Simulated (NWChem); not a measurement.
# benzonitrile (C7H5N); SMILES N#Cc1ccccc1

Program: NWChem. Each level has its own optimisation; frequencies are unscaled. Brackets give each atom's bonded neighbours.

For level BLYP/def2-SVP:

highest harmonic frequency (cm⁻¹): 3126
lowest (cm⁻¹): 143
zero-point energy (kcal/mol): 60.4
dipole (D): 4.29

### Question
What are these values for level Hartree-Fock/STO-3G?

### Answer
highest harmonic frequency (cm⁻¹): 3749
lowest (cm⁻¹): 167
zero-point energy (kcal/mol): 71.7
dipole (D): 3.65
